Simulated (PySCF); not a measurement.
**Dipole moment and polarisability of `C=C[SiH2]C#C[SiH3]`**

C₄H₈Si₂.
Geometry (PBE0-D3(BJ)/def2-SVP, Å), atoms numbered from 1 in this order:
```xyz
14
C4H8Si2 angstrom
C     -3.1744    1.0910    0.6824
C     -2.1679    0.8758   -0.1718
Si    -1.2624   -0.7521   -0.2882
C      0.5440   -0.4960   -0.0436
C      1.7447   -0.3169    0.1197
Si     3.5425   -0.0506    0.3668
H     -3.6996    2.0515    0.7315
H     -3.5212    0.3165    1.3761
H     -1.8605    1.6925   -0.8379
H     -1.7744   -1.6772    0.7655
H     -1.4445   -1.3805   -1.6315
H      3.9656    1.1830   -0.3579
H      3.8285    0.1059    1.8224
H      4.2983   -1.2218   -0.1646
```

Level: wB97X-D/def2-SVPD (PySCF), static field, nuclei fixed, core orbitals frozen in the response. The polarisability tensor in these axes (au):

```
x   145.87  -3.43  -2.90
y    -3.43  87.23   3.35
z    -2.90   3.35  83.96
```

**Question.** What are the eigenvalues, a third of the trace, and Δα (Δα² = ½Σ(αi − αj)² over the three pairs)?

**Answer.** Principal values 81.86, 88.97 and 146.22 au; mean 105.68 au = 15.66 Å³ = 17.42 × 10⁻⁴⁰ C²·m²/J; Δα = 61.11 au (58 % of the mean).

**Question.** What is the dipole moment, and where does it point?

**Answer.** (-0.59, 0.63, 0.16) D, 0.88 D in size, pointing from the negative to the positive side. Measured along this direction, the outermost atoms are H14 at the negative end and H7 at the positive end.

**Question.** What molar refraction does this α imply?

**Answer.** Lorentz–Lorenz: R = (4π/3)N_A α = 2.5225 cm³/(mol·Å³) × 15.66 Å³ = 39.5 cm³/mol, in the limit of long wavelengths.

**Question.** Find the Langevin capture rate constant for H3+ (3.023 u) meeting this molecule (112.016 u), k = 2.342 × 10⁻⁹ cm³/s × √(α in Å³ / reduced mass in u).

**Answer.** The reduced mass is 2.94 u, so k = 5.40 × 10⁻⁹ cm³/s. The formula leaves out the permanent dipole, which adds to the capture rate.

**Question.** What depolarisation ratio follows for Rayleigh scattering of linearly polarised light, taking the static tensor?

**Answer.** ρ = 3Δα²/(45ᾱ² + 4Δα²) = 11204.2/(502610 + 14938.9) = 0.0216.

**Question.** Along which axes do the principal values lie, and how far do the nuclei extend along each?

**Answer.** Largest value along (1.00, -0.06, -0.05), where the nuclei span 8.22 Å; middle along (0.08, 0.85, 0.52), 3.97 Å; least along (0.01, -0.52, 0.85), 3.16 Å. The response follows the extents in order.

The structure is a single PBE0-D3(BJ)/def2-SVP conformer in the gas phase; no vibrational or solvent corrections.
